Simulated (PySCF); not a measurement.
C7H5NO, SMILES N#Cc1cccc(O)c1, GFN2-xTB optimised geometry.

```
14

N      1.97    -2.90     0.01
C      1.39    -1.92     0.00
C      0.68    -0.70     0.00
C     -0.72    -0.70     0.00
C     -1.39     0.51     0.00
C     -0.70     1.71     0.00
C      0.70     1.71     0.00
O      1.34     2.90     0.00
C      1.39     0.50     0.00
H     -1.25    -1.63     0.00
H     -2.47     0.52     0.00
H     -1.21     2.66     0.00
H      2.29     2.78     0.00
H      2.47     0.49     0.00
```

Density from CAM-B3LYP/def2-TZVP (PySCF) at that geometry.

Minimum of the electron density along straight lines between bonded atoms, close to the bond critical point (lines longer than 1.1 times the sum of covalent radii, or with two minima, are not listed):

```tsv
bond	length / Å	ρ at the minimum / e bohr⁻³	∇²ρ there / e bohr⁻⁵	position (fraction from the first atom)
N1–C2	1.146	0.504	?	0.65
C2–C3	1.414	0.298	-0.91	0.54
C3–C4	1.394	0.318	-0.94	0.51
C4–C5	1.383	0.325	-0.98	0.50
C5–C6	1.382	0.325	-0.98	0.50
C6–C7	1.395	0.322	-0.98	0.48
C7–O8	1.355	0.300	?	0.34
C3–C9	1.394	0.317	-0.93	0.51
C7–C9	1.387	0.326	-0.98	0.51
C4–H10	1.079	0.290	-1.05	0.65
C5–H11	1.079	0.290	-1.06	0.65
C6–H12	1.078	0.290	-1.05	0.65
O8–H13	0.966	?	-2.44	0.81
C9–H14	1.082	0.286	-1.02	0.65
```

Some entries are withheld; supply them.


- N1–C2, ∇²ρ there / e bohr⁻⁵: -0.21
- C7–O8, ∇²ρ there / e bohr⁻⁵: -0.64
- O8–H13, ρ at the minimum / e bohr⁻³: 0.357
